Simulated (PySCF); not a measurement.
## WS₂⁻: one-bond stretch

Method: UPBE0/[W def2-SVPD with ECP60, S def2-SVPD], scalar-relativistic core potentials, density fitting, no spin–orbit coupling, PySCF.

Rigid scan from the quartet minimum (W–S 2.206 Å (×2); S–W–S 140.6°). Coordinate: the bond from W to the last atom (S) scaled, the rest fixed. Energies in kJ/mol from the minimum.

```json
{"scale of one bond": "0.92", "E (kJ/mol)": "43.5", "dipole size (D, about the centre of mass)": "2.49", "⟨S²⟩": "3.80"}
{"scale of one bond": "0.96", "E (kJ/mol)": "9.5", "dipole size (D, about the centre of mass)": "2.29", "⟨S²⟩": "3.80"}
{"scale of one bond": "1.00", "E (kJ/mol)": "0.0", "dipole size (D, about the centre of mass)": "2.33", "⟨S²⟩": "3.81"}
{"scale of one bond": "1.05", "E (kJ/mol)": "11.1", "dipole size (D, about the centre of mass)": "2.70", "⟨S²⟩": "3.83"}
{"scale of one bond": "1.12", "E (kJ/mol)": "52.0", "dipole size (D, about the centre of mass)": "3.51", "⟨S²⟩": "3.86"}
{"scale of one bond": "1.20", "E (kJ/mol)": "115.1", "dipole size (D, about the centre of mass)": "4.50", "⟨S²⟩": "3.93"}
{"scale of one bond": "1.35", "E (kJ/mol)": "235.7", "dipole size (D, about the centre of mass)": "5.42", "⟨S²⟩": "4.26"}
{"scale of one bond": "1.55", "E (kJ/mol)": "341.1", "dipole size (D, about the centre of mass)": "–", "⟨S²⟩": "4.75"}
{"scale of one bond": "1.80", "E (kJ/mol)": "409.4", "dipole size (D, about the centre of mass)": "–", "⟨S²⟩": "4.87"}
{"scale of one bond": "2.20", "E (kJ/mol)": "462.2", "dipole size (D, about the centre of mass)": "–", "⟨S²⟩": "5.00"}
```

Spin contamination is strong at 1.35, 1.55, 1.80, 2.20, so these points are less reliable.

Open d and f shells are described by one determinant, and the ground state may have another occupation or spin. Spin–orbit coupling, left out here, can matter for elements this heavy.

Other isomers or separated fragments may lie lower.

The scan took 20 s on 2 threads of a shared Arm Neoverse V1 host; the process peaked at 0.84 GiB. Launch command: `OMP_NUM_THREADS=2 python axn.py task.json out`.
